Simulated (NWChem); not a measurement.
# C5H5N; SMILES C=C1C=CC=N1

B3LYP is NWChem's, with the RPA form of VWN correlation.

Question: Give the equilibrium geometry at B3LYP/6-31G* (spherical d) (NWChem) as an XYZ file, with the point group.

Answer: point group Cs; any orientation.
```
11

C      0.0139    -2.0674     0.0000
C      0.0127    -0.7235     0.0000
C      1.1686     0.1848     0.0000
C      0.6576     1.4381     0.0000
C     -0.8044     1.2730     0.0000
N     -1.1910     0.0317     0.0000
H      0.9393    -2.6353     0.0000
H     -0.9229    -2.6151     0.0000
H      2.2075    -0.1203     0.0000
H      1.1925     2.3801     0.0000
H     -1.5262     2.0866     0.0000
```
